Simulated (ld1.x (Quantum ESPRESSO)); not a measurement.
## Varying the TM potential for bismuth

Base potential:

```json
{
 "Element": "bismuth (Bi)",
 "Generator": "ld1.x (Quantum ESPRESSO) 7.5",
 "Type": "norm-conserving Troullier–Martins (Kleinman–Bylander form)",
 "Functional": "PBE",
 "Relativity": "scalar-relativistic",
 "Frozen core": "[Xe] 4f14",
 "Valence charge": "15",
 "Reference configuration": "5d10 6s2 6p3",
 "Partial waves": "6s (bound): rc 1.80 bohr; 6p (bound): rc 2.65 bohr; 5d (bound): rc 1.40 bohr",
 "Local potential": "the d channel",
 "Core correction": "none"
}
```

All-electron outer shells of the reference configuration (PBE, scalar-relativistic, ld1.x):

```tsv
shell	level (eV)	outermost node (bohr)	outermost maximum (bohr)
4f	-152.59	–	0.34
5p	-95.86	0.48	0.86
5d	-27.08	0.51	1.03
6s	-14.48	0.98	1.88
6p	-4.57	1.14	2.44
```

Cutoffs, loose and tight: the cutoffs (Ry, on a coarse ladder) from which the occupation-weighted sum of valence levels, in a spherical-Bessel basis at the reference potential, stays within 10 and 1 mRy of its value at 400 Ry. They do not see the model core or the augmentation charge, which bear on the density cutoff. Test errors are all-electron minus pseudo excitation energies from the reference, over the configurations 5d10 6s2 6p2; 5d10 6s2 6p1; 5d10 6s2 6p0; 5d9 6s2 6p3; 5d10 6s1 6p3; 5d10 6s1 6p4; 5d10 6s2 6p2.5. A dash means not determined; rows that change the core or the reference have their own tests. The largest error is taken over the tests solved by every variant that gives reliable tests at all: 5d10 6s1 6p3; 5d10 6s1 6p4; 5d10 6s2 6p0; 5d10 6s2 6p2; 5d10 6s2 6p2.5.

A true bound ghost makes a file unfit for plane-wave use even where its test errors are small: the radial tests pick states by their node count and pass the ghost by. Where a test does run into it, the solver fails or the error is huge.

| change | outcome | cutoff, loose | cutoff, tight | bound ghosts | largest test error (meV) |
| --- | --- | --- | --- | --- | --- |
| base | generated | 55 Ry | 100 Ry | s, p | -17 |
| all radii scaled by about 0.76 (s 1.36, p 2.00, d 1.06 bohr) | generated | 120 Ry | 200 Ry | s, p | +39 |
| all radii scaled by about 1.07 (s 1.94, p 2.84, d 1.50 bohr) | generated | 55 Ry | 90 Ry | s, p | -29 |
| all radii scaled by about 1.12 (s 2.02, p 2.98, d 1.58 bohr) | generated | 60 Ry | 90 Ry | s, p | -36 |
| all radii scaled by about 1.30 (s 2.34, p 3.44, d 1.82 bohr) | generated | 55 Ry | 90 Ry | s, p | -107 |
| all radii scaled by about 1.37 (s 2.48, p 3.64, d 1.92 bohr) | generated | 55 Ry | 90 Ry | s, p | -140 |

(1) What comes out with this change to the base: all radii scaled by about 0.93 (s 1.66, p 2.46, d 1.30 bohr)?

(2) What comes out with this change to the base: all radii scaled by about 1.24 (s 2.22, p 3.28, d 1.74 bohr)?

(3) What comes out with this change to the base: all radii scaled by about 0.84 (s 1.52, p 2.24, d 1.18 bohr)?

Answers

(1) outcome: generated; cutoff, loose: 90 Ry; cutoff, tight: 110 Ry; bound ghosts: s, p; largest test error (meV): -17.

(2) outcome: generated; cutoff, loose: 55 Ry; cutoff, tight: 90 Ry; bound ghosts: s, p; largest test error (meV): -77.

(3) outcome: generated; cutoff, loose: 100 Ry; cutoff, tight: 160 Ry; bound ghosts: s, p; largest test error (meV): -23.

Reading the sweep of the scale of all radii (base = 1) (base included, trends over the rows without a ghost): Bound ghosts are found at 0.76, 0.84, 0.93, 1, 1.07, 1.12, 1.24, 1.3, 1.37. Every judged row has one, so this setting neither creates nor removes them.
